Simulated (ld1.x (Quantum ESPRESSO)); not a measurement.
**cobalt (Co): variants of one TM semilocal potential**

Base potential:

```json
{"Element": "cobalt (Co)", "Generator": "ld1.x (Quantum ESPRESSO) 7.5", "Type": "norm-conserving Troullier–Martins (semilocal form)", "Functional": "PBEsol", "Relativity": "scalar-relativistic", "Frozen core": "[Ne]", "Valence charge": "17", "Reference configuration": "3s2 3p6 3d7 4s1.5 4p0 (charge +0.5)", "Partial waves": "3s (bound): rc 0.95 bohr; 3p (bound): rc 1.20 bohr; 3d (bound): rc 0.75 bohr", "Local potential": "the d channel", "Core correction": "Bessel-smoothed model core, default radius (core density twice the valence density)"}
```

Occupied shells without a wave of their own: 4s. They enter only through the test configuration that unscreens the potential, and ld1.x also counts them in the model core charge.

Cutoffs, loose and tight: the cutoffs (Ry, on a coarse ladder) from which the occupation-weighted sum of valence levels, in a spherical-Bessel basis at the reference potential, stays within 10 and 1 mRy of its value at 400 Ry. They do not see the model core or the augmentation charge, which bear on the density cutoff. Test errors are all-electron minus pseudo excitation energies from the reference, over the configurations 3s2 3p6 3d7 4s2 4p0; 3s2 3p6 3d7 4s1 4p0; 3s2 3p6 3d7 4s0 4p0; 3s2 3p6 3d7.5 4s1.5 4p0; 3s2 3p6 3d6 4s2 4p1; 3s2 3p5 3d7 4s2 4p0; 3s2 3p6 3d5 4s0 4p0. A dash means not determined; rows that change the core or the reference have their own tests.

With those shells counted twice in exchange and correlation these files are broken, and their errors move erratically; no question is asked of them.

A semilocal file is local in each channel, so a ghost entry of none says nothing of the separable form that plane-wave codes build from it.

| change | outcome | cutoff, loose | cutoff, tight | bound ghosts | largest test error (meV) |
| --- | --- | --- | --- | --- | --- |
| base | generated, misses its reference levels by 0.21 eV | 300 Ry | over 300 Ry | none | -1951 |
| wave 3p (bound): rc 1.20 bohr becomes 3p (bound): rc 0.78 bohr | generated, misses its reference levels by 0.21 eV | 300 Ry | over 300 Ry | none | -1963 |
| wave 3p (bound): rc 1.20 bohr becomes 3p (bound): rc 0.86 bohr | generated, misses its reference levels by 0.21 eV | 300 Ry | over 300 Ry | none | -1961 |
| wave 3p (bound): rc 1.20 bohr becomes 3p (bound): rc 1.00 bohr | generated, misses its reference levels by 0.21 eV | 300 Ry | over 300 Ry | none | -1956 |
| wave 3p (bound): rc 1.20 bohr becomes 3p (bound): rc 1.12 bohr | generated, misses its reference levels by 0.21 eV | 300 Ry | over 300 Ry | none | -1952 |
| wave 3p (bound): rc 1.20 bohr becomes 3p (bound): rc 1.26 bohr | generated, misses its reference levels by 0.21 eV | 300 Ry | over 300 Ry | none | -1952 |
| wave 3p (bound): rc 1.20 bohr becomes 3p (bound): rc 1.32 bohr | generated, misses its reference levels by 0.21 eV | 300 Ry | over 300 Ry | none | -1955 |
| wave 3p (bound): rc 1.20 bohr becomes 3p (bound): rc 1.46 bohr | generated, misses its reference levels by 0.21 eV | 300 Ry | over 300 Ry | none | -1968 |
| wave 3p (bound): rc 1.20 bohr becomes 3p (bound): rc 1.60 bohr | generated, misses its reference levels by 0.21 eV | 300 Ry | over 300 Ry | none | -1994 |
| wave 3p (bound): rc 1.20 bohr becomes 3p (bound): rc 1.72 bohr | generated, misses its reference levels by 0.21 eV | 300 Ry | over 300 Ry | none | -2021 |
| wave 3p (bound): rc 1.20 bohr becomes 3p (bound): rc 1.80 bohr | generated, misses its reference levels by 0.21 eV | 300 Ry | over 300 Ry | none | -2031 |

Reading the sweep of the p radius (base included, trends over the rows without a ghost): The loose cutoff stays near 300 Ry. The median size of the test errors (rows with all tests solved) rises from 163.5 meV at 0.78 to 234.1 meV at 1.8 bohr. More of the atom is replaced by a form fitted at one configuration, so other configurations suffer as the radius grows.
